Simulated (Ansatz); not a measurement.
In2Se3⁻, 5 atoms. Hardware: 4 threads of Arm Neoverse V2 on a shared host.

In the def2 sets In takes a core potential; there is no spin–orbit coupling. Correlated methods freeze 35 core orbitals; core or outer-core shells of In, Se are correlated, in sets that lack core-valence functions.

Task: How many basis functions does each of these Ansatz runs have, and roughly what does it cost? HF/def2-TZVPD, charge -1 doublet, energy, from earlier orbitals; PBE0-D4/def2-TZVPD, charge -1 doublet, energy, from earlier orbitals; r2SCAN-D4/def2-TZVPD, charge -1 doublet, energy, from earlier orbitals; revPBE-D4/def2-TZVPD, charge -1 doublet, energy, from earlier orbitals; PBE-D4/def2-SVP, charge -1 doublet, energy with a search over starts; PBE-D4/def2-SVPD, charge -1 doublet, relaxation, 19 steps; RPA@PBE/def2-TZVPD, charge -1 doublet, energy, from earlier orbitals; PBE-QIDH/def2-TZVPD, charge -1 doublet, energy, from earlier orbitals; PBE-D4/def2-TZVPD, charge -1 doublet, energy and forces, from earlier orbitals; MP2/def2-TZVPD, charge -1 doublet, energy, from earlier orbitals.

Result: Other jobs shared the machine, so times can vary by a factor of up to 3. A dash marks memory too small to be measured apart from the calling script's.

```csv
run,functions,fitting or Cholesky vectors,wall time,peak host memory (GiB)
"PBE-D4/def2-SVP, charge -1 doublet, energy with a search over starts",148,1670,10 s,–
"revPBE-D4/def2-TZVPD, charge -1 doublet, energy, from earlier orbitals",283,2131,14 s,0.72
"PBE-D4/def2-TZVPD, charge -1 doublet, energy and forces, from earlier orbitals",283,2131,15 s,0.72
"HF/def2-TZVPD, charge -1 doublet, energy, from earlier orbitals",283,2110,26 s,1.5
"PBE0-D4/def2-TZVPD, charge -1 doublet, energy, from earlier orbitals",283,2110,26 s,1.6
"r2SCAN-D4/def2-TZVPD, charge -1 doublet, energy, from earlier orbitals",283,2131,29 s,0.82
"RPA@PBE/def2-TZVPD, charge -1 doublet, energy, from earlier orbitals",283,2110,31 s,1.3
"MP2/def2-TZVPD, charge -1 doublet, energy, from earlier orbitals",283,2110,35 s,1.5
"PBE-QIDH/def2-TZVPD, charge -1 doublet, energy, from earlier orbitals",283,2110,41 s,1.6
"PBE-D4/def2-SVPD, charge -1 doublet, relaxation, 19 steps",187,2059,88 s,–
```
